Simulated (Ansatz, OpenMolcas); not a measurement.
## CBr2F2 (dibromodifluoromethane): a line through the functionals

CBr2F2 has 5 atoms, charge 0, and is taken as a singlet. As SMILES, `FC(F)(Br)Br`. Geometry: relaxed at PBE0-D4/def2-TZVP.

The vertical energy of the triplet above the singlet y, in eV, basis cc-pVDZ; a is the functional's share of exact exchange. Programs: Ansatz 0.2.0, OpenMolcas 26.06.

| functional | program | a | y (eV) |
| --- | --- | --- | --- |
| TPSS | OpenMolcas | 0 | 4.66 |
| PBE | Ansatz | 0 | 4.65 |
| B3LYP | Ansatz | 0.2 | 4.84 |
| r2SCAN0 | Ansatz | 0.25 | 4.91 |
| PBE0 | Ansatz | 0.25 | ? |
| BHLYP | Ansatz | 0.5 | 5.10 |

Fit y = c + s·a to the known rows and predict PBE0.


1. Means of the 5 rows: a = 0.1900, y = 4.832.
2. Σ(Δa)² = 0.172, Σ(Δa·Δy) = 0.1551, so the slope is 0.1551/0.172 = 0.90174.
3. Intercept: 4.832 − (0.90174) × 0.1900 = 4.661. The largest residual of the fit is 0.024.
4. PBE0: 4.661 + (0.90174) × 0.25 = 4.89 eV.

The run gave 4.91 eV, so the prediction is off by -0.02 eV, within the scatter of the fit. Spin-orbit coupling is left out.
